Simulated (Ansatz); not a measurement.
Ansatz (an electronic-structure program) input (CCSD(T)/cc-pVTZ):

Ansatz 0.2 input:
```yaml
crystal:
  periodic: [false, false, false]
  atoms:
    - {symbol: C, position_ang: [2.14239087, 0.56729001, -0.24049058]}
    - {symbol: O, position_ang: [0.72290300, 0.61347633, -0.33698237]}
    - {symbol: B, position_ang: [-0.04441719, -0.36565449, 0.21950200]}
    - {symbol: O, position_ang: [0.54239437, -1.41385558, 0.88319583]}
    - {symbol: O, position_ang: [-1.40632058, -0.31314999, 0.12195903]}
    - {symbol: C, position_ang: [-2.04456216, 0.76074673, -0.55979216]}
    - {symbol: H, position_ang: [2.53152706, 1.44504821, -0.75377564]}
    - {symbol: H, position_ang: [2.53791348, -0.33374501, -0.71296479]}
    - {symbol: H, position_ang: [2.46479941, 0.58471111, 0.80223822]}
    - {symbol: H, position_ang: [-0.10914838, -2.03265009, 1.22684526]}
    - {symbol: H, position_ang: [-1.80842600, 1.71799101, -0.09104087]}
    - {symbol: H, position_ang: [-3.11804496, 0.58728000, -0.50644296]}
    - {symbol: H, position_ang: [-1.73532115, 0.79965077, -1.60605271]}
basis:
  gaussian:
    orbitals: cc-pVTZ
magnetization: {spin_polarized: false}
correlation: {method: ccsd_t, electrons: outside_noble_gas}
```

Output:

```
Functional definition: HF
integrals: 2.12 GiB planned
1623 factors; integrals over basis functions are off by at most 1.1e-3 eV
1.30 GiB of device memory are held for the factors and their scratch space
mean field: 1.38 GiB planned
mean field evaluation 1: about -8957.7854 eV, gradient 4.7e1 eV
mean field evaluation 2: about -8958.0955 eV, gradient 4.8e1 eV
mean field evaluation 4: about -8962.3729 eV, gradient 4.0e0 eV
mean field evaluation 8: about -8962.4229 eV, gradient 2.0e-1 eV
mean field evaluation 16: about -8961.1021 eV, gradient 2.5e1 eV
mean field -8962.42299902 eV, -329.3629702656 hartree, gradient 1.2e-6 eV, S^2 0.000000; 0 other end points of the search recorded, 0 dependent functions left out
6 core orbitals not correlated
reference -8962.42299902 eV, -329.3629702656 hartree; 18, 18 occupied and 254, 254 virtual orbitals, 1623 factors
second order -31.44825101 eV of doubles, -0.00000000 eV of singles
coupled cluster: 19.23 GiB planned
cycle   1  -31.51037678 eV  change   -6.2e-2 eV  update   1.1e-1
cycle   2  -32.21361677 eV  change   -7.0e-1 eV  update   3.0e-2
cycle   3  -32.36464328 eV  change   -1.5e-1 eV  update   1.5e-2
cycle   4  -32.34567808 eV  change    1.9e-2 eV  update   3.3e-3
cycle   5  -32.34543370 eV  change    2.4e-4 eV  update   1.5e-3
cycle   6  -32.34632197 eV  change   -8.9e-4 eV  update   4.1e-4
cycle   7  -32.34599186 eV  change    3.3e-4 eV  update   1.3e-4
cycle   8  -32.34590100 eV  change    9.1e-5 eV  update   3.8e-5
cycle   9  -32.34590833 eV  change   -7.3e-6 eV  update   1.4e-5
perturbative correction -1.19635755 eV, -0.0439653291 hartree
Total energy: -8995.96526490 eV, -330.5956258009 hartree
```
